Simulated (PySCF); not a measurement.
Cl2Pb, SMILES [Cl][Pb][Cl] (connectivity only; charge and spin as stated), charge +1, multiplicity 2.

Coordinates come from a r2SCAN-D4/def2-TZVP optimisation. The spin state was assumed, not searched. The isomer is the one that the SMILES or the coordinates give; other isomers of the formula were not compared. The def2 effective core potentials stand for the cores of Pb; spin–orbit coupling is left out.

Calculation: C-PCM-PBE0/def2-SVP in PySCF 2.14.0.

The values are the electrostatic part of the solvation free energy, E(continuum) − E(gas) at the gas-phase geometry, in a cavity of scaled van der Waals radii (PySCF's table); cavitation and dispersion terms are not included. A continuum can't describe solvent molecules that bind to the metal.

```tsv
solvent	ε	ΔG(elec) (kcal/mol)
water	78.36	-68.3
diethylether	4.24	-52.2
methanol	32.61	-67.0
```
